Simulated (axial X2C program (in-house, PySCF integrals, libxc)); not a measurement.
## Excited states of TeP⁺ by EOM-EE-CCSD

Computed with an in-house all-electron X2C program for linear molecules (integrals from PySCF): two-component X2C with atomic mean-field Coulomb and Gaunt terms, Gaussian nuclei, basis Te dyall-acv3z, P dyall-av3z with contracted cores.

R = 2.164 Å (near the PBE0 minimum at charge 1 of the determinant lowest at the starting distance; the state shown can have its own minimum elsewhere).

Hartree–Fock spinors of TeP⁺ (one of each Kramers pair; a window near the gap, which can cut inner shells):

```csv
ω,occupied,ε (eV),character
1/2,yes,-31.11,"38% Te s, 34% P s, 10% P p"
1/2,yes,-24.25,"34% P s, 30% Te s, 16% Te p"
1/2,yes,-17.79,"43% P p, 40% Te p, 7% P s"
1/2,yes,-16.64,"57% Te p, 29% P p, 7% P d"
3/2,yes,-16.34,"45% P p, 42% Te p, 5% P d"
3/2,no,-6.63,"36% Te p, 34% P p, 13% Te d"
1/2,no,-6.63,"50% P p, 20% Te p, 16% Te d"
1/2,no,-2.79,"36% Te p, 24% Te d, 17% P s"
1/2,no,-2.54,"52% Te s, 17% P s, 12% P d"
1/2,no,-1.81,"59% Te p, 38% P p"
3/2,no,-1.79,"55% Te p, 41% P p, 2% P d"
```

Vertical excitation energies from the closed-shell determinant state of TeP⁺:

| Ω | excitation (eV) | cm⁻¹ | hole of the leading pair | particle of the leading pair | weight of the pair (for Ω = 0 its time-reversed partner can hold as much again) | singles weight |
| --- | --- | --- | --- | --- | --- | --- |
| 1 | 2.008 | 16195 | 45% P pπ, 42% Te pπ | 54% P pπ, 22% Te pπ, 11% Te dπ | 0.64 | 0.96 |
| 0⁻ | 2.085 | 16816 | 45% P pπ, 42% Te pπ | 39% Te pπ, 37% P pπ, 9% Te dπ | 0.25 | 0.96 |
| 2 | 2.742 | 22112 | 45% P pπ, 42% Te pπ | 54% P pπ, 21% Te pπ, 12% Te dπ | 0.67 | 0.95 |
| 3 | 2.766 | 22310 | 45% P pπ, 42% Te pπ | 38% Te pπ, 37% P pπ, 9% Te dπ | 0.95 | 0.96 |

This point took 39 s on 1 thread of Arm Neoverse N1 (shared host).

Reference electrons by ω block (each with its −ω partner): 1/2: 22, 3/2: 9, 5/2: 2. 10 electrons of TeP⁺ correlated (inner shells frozen), 88 natural virtual spinors (a truncated set); levels can be off by some tenths of an eV. Roots sought by Ω: (0: 5, 1: 4, 2: 3, 3: 1); rows need 60 % singles weight and stop where some Ω has no more roots. Missing are any skipped roots, higher Ω and states of a further excitation; these come out far too high here and may in truth be low or lowest. T1 of the reference 0.034 (Lee–Taylor). Number of frozen shells: Te 4 s, 3 p, 2 d; P 2 s, 1 p. Large amplitudes in the reference (orbital relaxation or multireference character) lower the reliability.
